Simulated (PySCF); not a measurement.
Si(F)(Br)(Me)(OH) (CH4BrFOSi), SMILES [Si](C)(F)(Br)O. Atoms are numbered in the order given.

```xyz
9

C      2.0071    -0.2028    -1.0308
Si     0.1849    -0.1314    -0.7920
O     -0.4997    -1.5210    -1.3352
F     -0.4413     1.1276    -1.5964
Br    -0.3535     0.2111     1.3356
H      2.4382    -1.0267    -0.4440
H      2.4736     0.7396    -0.7097
H      2.2397    -0.3687    -2.0938
H     -1.4387    -1.6567    -1.1748
```

Coordinates come from a PBE0-D3(BJ)/def2-SVP optimisation. This is a generated structure with no PubChem entry under its InChIKey; it may be hypothetical. Other conformers were not sampled.

Two levels are set side by side: PBE/pcSseg-1 (PySCF) and HF/pcSseg-1 (PySCF). GIAO shifts against CFCl3 (¹⁹F), H2O (¹⁷O), TMS (²⁹Si), TMS (¹H), TMS (¹³C) at the same level; non-relativistic, no solvent, atoms listed together averaged. Without spin–orbit terms, shifts of atoms bonded to Cl or Br come out too high at both levels. Differences are taken from unrounded values.

```json
[
 {"quantity": "δ(¹³C) of C1 (ppm)", "HF": "2.0"},
 {"quantity": "δ(²⁹Si) of Si2 (ppm)", "HF": "-7.3"},
 {"quantity": "δ(¹⁷O) of O3 (ppm)", "HF": "60.4"},
 {"quantity": "δ(¹⁹F) of F4 (ppm)", "HF": "-96.1"},
 {"quantity": "δ(¹H) of H9 (ppm)", "HF": "3.17"}
]
```

Task: What does PBE give, and how far is it from HF? (Estimate from the structure and the level; the computed values follow.)

Result: 
| quantity | PBE | PBE minus HF |
|---|---|---|
| δ(¹³C) of C1 (ppm) | 2.7 | 0.8 |
| δ(²⁹Si) of Si2 (ppm) | 3.4 | 10.8 |
| δ(¹⁷O) of O3 (ppm) | 98.1 | 37.7 |
| δ(¹⁹F) of F4 (ppm) | -132.4 | -36.3 |
| δ(¹H) of H9 (ppm) | 2.83 | -0.34 |

Rough cost on one machine, each run with all the roots and properties that it gave: HF against PBE within a factor of 2.
